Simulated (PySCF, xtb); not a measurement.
InBr2, SMILES [Br][In][Br], multiplicity 2.

Harmonic wavenumbers (cm⁻¹) from GFN2-xTB in xtb at its own minimum, in rising order: 39, 155, 176.

### Question
What does B3LYP-D3(BJ)/def2-SVP run with PySCF 2.14.0 give at its own minimum? (Estimate from the structure and the level; the computed values follow.)

### Answer
52, 194, 237. Paired by order, the mean absolute difference is 37 cm⁻¹ and the zero-point energies are 0.5 and 0.7 kcal/mol.
